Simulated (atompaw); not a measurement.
**Cutoff test, holmium (Ho), PAW (atompaw)**

atompaw 4.2.0.5 input, output lines left out:

```
Ho 67
GGA-PBESOL scalarrelativistic loggrid 2001 logderivrange -6 5 276
6 6 5 4 0 0
6 1 0
5 2 1
4 3 10
0 0 0
c
c
c
c
v
v
c
c
c
v
v
c
c
v
c
3
2.30 1.70 2.20 1.75
n
n
y
4.5
n
y
0.05
y
1.2
n
custom polynom vanderbiltortho sinc
4 0 vpsmatchnc
2.25
2.30
1.80
2.30
0.85
2.30
2.30
2.30
```

The pseudo-atom Hamiltonian at the reference potential is diagonalised in spherical Bessel functions j_l(qr) that vanish at 20 bohr, with q² up to the cutoff. All-electron valence levels (Ry): 5s -4.0010, 6s -0.3203, 5p -2.1424, 6p -0.0964, 5d -0.1633.

How do the lowest levels (Ry) of each channel move with the cutoff, and are there ghosts?

```json
{"cutoff (Ry)": "8", "s #1": "-3.9884", "s #2": "-0.3185", "s #3": "0.0018", "p #1": "-1.6340", "p #2": "-0.0851", "p #3": "0.0487", "d #1": "0.0328", "d #2": "0.1123", "d #3": "0.2544", "f #1": "0.0988", "f #2": "0.2125", "Σ f·Δε (mRy)": "3275.7"}
{"cutoff (Ry)": "18", "s #1": "-4.0007", "s #2": "-0.3203", "s #3": "0.0015", "p #1": "-2.1407", "p #2": "-0.0963", "p #3": "0.0458", "d #1": "-1.4585", "d #2": "0.0363", "d #3": "0.1191", "f #1": "-0.5565", "f #2": "0.0988", "Σ f·Δε (mRy)": "210.7"}
{"cutoff (Ry)": "40", "s #1": "-4.0010", "s #2": "-0.3203", "s #3": "0.0015", "p #1": "-2.1424", "p #2": "-0.0963", "p #3": "0.0458", "d #1": "-6.4384", "d #2": "0.0323", "d #3": "0.1114", "f #1": "-0.6498", "f #2": "0.0988", "Σ f·Δε (mRy)": "195.7"}
{"cutoff (Ry)": "60", "s #1": "-4.0010", "s #2": "-0.3203", "s #3": "0.0015", "p #1": "-2.1424", "p #2": "-0.0963", "p #3": "0.0458", "d #1": "-22.2562", "d #2": "-0.0291", "d #3": "0.0668", "f #1": "-0.6503", "f #2": "0.0988", "Σ f·Δε (mRy)": "134.2"}
{"cutoff (Ry)": "110", "s #1": "-4.0010", "s #2": "-0.3203", "s #3": "0.0015", "p #1": "-2.1424", "p #2": "-0.0963", "p #3": "0.0458", "d #1": "-28.8293", "d #2": "-0.1594", "d #3": "0.0520", "f #1": "-0.6503", "f #2": "0.0988", "Σ f·Δε (mRy)": "3.8"}
{"cutoff (Ry)": "180", "s #1": "-4.0010", "s #2": "-0.3203", "s #3": "0.0015", "p #1": "-2.1424", "p #2": "-0.0963", "p #3": "0.0458", "d #1": "-28.9880", "d #2": "-0.1627", "d #3": "0.0518", "f #1": "-0.6503", "f #2": "0.0988", "Σ f·Δε (mRy)": "0.5"}
{"cutoff (Ry)": "400", "s #1": "-4.0010", "s #2": "-0.3203", "s #3": "0.0015", "p #1": "-2.1424", "p #2": "-0.0963", "p #3": "0.0458", "d #1": "-29.0151", "d #2": "-0.1633", "d #3": "0.0518", "f #1": "-0.6503", "f #2": "0.0988", "Σ f·Δε (mRy)": "0.0"}
```

Result: ghost states, extra bound levels that the all-electron valence spectrum of the same l lacks: d at -394.8 eV, f at -8.8 eV (a true bound ghost makes a file unfit for plane-wave use); 10 mRy is reached at 100 Ry and 1 mRy at 140 Ry.
